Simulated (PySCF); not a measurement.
## Löwdin shares of the frontier orbitals

Species: C8H8O.
Geometry (PBE0-D3(BJ)/def2-SVP, Å), atoms numbered from 1 in this order:
```xyz
17
C8H8O angstrom
C      3.329    0.022   -0.635
C      2.044   -0.317   -0.704
O      1.290   -0.508    0.407
C     -0.057   -0.326    0.341
C     -0.836   -1.047    1.250
C     -2.217   -0.886    1.252
C     -2.831   -0.015    0.350
C     -2.047    0.705   -0.547
C     -0.659    0.561   -0.555
H      3.810    0.211    0.327
H      3.919    0.094   -1.549
H      1.529   -0.511   -1.653
H     -0.336   -1.727    1.942
H     -2.822   -1.453    1.964
H     -3.917    0.106    0.353
H     -2.515    1.400   -1.248
H     -0.046    1.153   -1.238
```

Method used: PySCF 2.14.0, density-fitted response routines, TDDFT CAM-B3LYP/def2-SVPD, vertical, gas phase, core orbitals frozen in the response.

Frontier orbitals with the atoms that hold most of them (Löwdin shares over 4%, at most four atoms; ? is withheld):

| orbital | ε (eV) | atoms |
| --- | --- | --- |
| LUMO+2 | 1.51 | C2 14%, C1 10%, C8 10%, H12 9% |
| LUMO+1 | 0.79 | C4 17%, C7 17%, C6 10%, C9 9% |
| LUMO | 0.62 | ? |
| HOMO | -7.75 | O3 20%, C1 14%, C7 14%, C4 11% |
| HOMO-1 | -8.74 | ? |
| HOMO-2 | -9.04 | C1 23%, C2 21%, O3 11%, C7 10% |
| HOMO-3 | -11.20 | O3 14%, C8 10%, C4 10%, C9 10% |

(1) Give the leading atoms of the LUMO.

(2) Give the leading atoms of the HOMO-1.

(3) How does S1 compare with the orbital gap of 8.37 eV?

Results:

(1) C8 (bonded to 2 C and H) 19%; C5 (bonded to 2 C and H) 19%; C6 (bonded to 2 C and H) 18%; C9 (bonded to 2 C and H) 16%.

(2) C9 (bonded to 2 C and H) 21%; C6 (bonded to 2 C and H) 20%; C5 (bonded to 2 C and H) 20%; C8 (bonded to 2 C and H) 19%.

(3) S1 is at 5.20 eV (f = 0.021), 3.17 eV below the gap, made of HOMO→LUMO (70%), HOMO-1→LUMO+1 (20%). 

Next come S2 at 5.75 eV (f 0.308), HOMO→LUMO+1 (85%), HOMO-1→LUMO (10%); S3 at 6.45 eV (f 0.317), HOMO→LUMO+3 (40%), HOMO-1→LUMO (27%), HOMO→LUMO+2 (24%); S4 at 6.59 eV (f 0.150), HOMO→LUMO+2 (58%), HOMO-1→LUMO (12%); S5 at 6.65 eV (f 0.139), HOMO-1→LUMO+1 (39%), HOMO→LUMO (24%), HOMO-2→LUMO (24%).

One conformer stands for the species.
